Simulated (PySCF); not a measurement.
Vertical excitations of a molecule C₃H₁₀OSi₂ from TDA-B3LYP/def2-SVPD run with PySCF, as energy in eV (oscillator strength): 5.60 (0.036), 6.33 (0.017), 6.54 (0.311), 6.82 (0.053), 6.92 (0.032), 7.01 (0.065). Lowest triplet (TDA): 4.04 eV. Geometry optimised at PBE-D3(BJ)/def2-SVP. The values are those of a single conformer.

Problem. Identify the compound among the candidates.
A) COC1[SiH2]C[SiH2]1
B) C[SiH2][C@H]1OC[SiH2]1
C) C=C[C@H]([SiH3])[SiH2]O
D) C=C[Si@H](O)[SiH2]C

Solution. C, C=C[C@H]([SiH3])[SiH2]O
